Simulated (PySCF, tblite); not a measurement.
Isomers of C4H11FO2Si, one GFN2-xTB conformer each. Single-point energies are computed at PBE0/pcSseg-1 (PySCF, gas phase, no added dispersion term), electronic only.

```csv
SMILES,GFN2-xTB relative energy (kcal/mol)
C[Si@H](O)CCOCF,28.0
CC(C)[Si](O)(O)CF,0.0
C[C@H](CO)O[SiH2]CF,23.0
```

Conformers: `[CH3:1][Si@H:2]([OH:3])[CH2:4][CH2:5][O:6][CH2:7][F:8]` with C1–Si2–O3–H -56°, C1–Si2–C4–C5 -179°, Si2–C4–C5–O6 -178°, C4–C5–O6–C7 -175°, C5–O6–C7–F8 -70°; `[CH3:1][CH:2]([CH3:3])[Si:4]([OH:5])([OH:6])[CH2:7][F:8]` with C1–C2–Si4–O5 -58°, C2–Si4–O5–H -84°, C2–Si4–O6–H -67°, C2–Si4–C7–F8 62°; `[CH3:1][C@H:2]([CH2:3][OH:4])[O:5][SiH2:6][CH2:7][F:8]` with C1–C2–C3–O4 -176°, C2–C3–O4–H -63°, C1–C2–O5–Si6 151°, C2–O5–Si6–C7 179°, O5–Si6–C7–F8 -179°.

Task: What does PBE0/pcSseg-1 give for the same structures?

Result: 
| SMILES | PBE0/pcSseg-1 E (Eh) | PBE0/pcSseg-1 (kcal/mol) | GFN2-xTB (kcal/mol) | point group |
| --- | --- | --- | --- | --- |
| CC(C)[Si](O)(O)CF | -698.30462 | 0.0 | 0.0 | C1 |
| C[Si@H](O)CCOCF | -698.25545 | 30.9 | 28.0 | C1 |
| C[C@H](CO)O[SiH2]CF | -698.21856 | 54.0 | 23.0 | C1 |

Both levels put the same isomer lowest; measured from each level's own lowest isomer, the values differ by up to 31.0 kcal/mol (C[C@H](CO)O[SiH2]CF: 23.0 against 54.0). 

Task: Which frontier levels, dipoles and rotational constants go with these structures?

Result: 
| SMILES | HOMO (eV, PBE0/pcSseg-1) | LUMO (eV) | dipole (D) | A, B, C (MHz) |
| --- | --- | --- | --- | --- |
| CC(C)[Si](O)(O)CF | -7.50 | 0.83 | 1.44 | 1650, 1434, 1166 |
| C[Si@H](O)CCOCF | -8.19 | 0.89 | 1.85 | 4087, 597.4, 544.7 |
| C[C@H](CO)O[SiH2]CF | -7.66 | 0.61 | 4.65 | 3081, 862.3, 704.3 |

Task: What happens when harmonic zero-point energies from GFN2-xTB frequencies are added?

Result: 
| SMILES | ZPE (kcal/mol) | electronic (kcal/mol) | with ZPE (kcal/mol) |
| --- | --- | --- | --- |
| CC(C)[Si](O)(O)CF | 94.2 | 0.0 | 0.0 |
| C[Si@H](O)CCOCF | 92.5 | 30.9 | 29.2 |
| C[C@H](CO)O[SiH2]CF | 92.3 | 54.0 | 52.2 |

The zero-point energies span 1.9 kcal/mol. The order is unchanged.
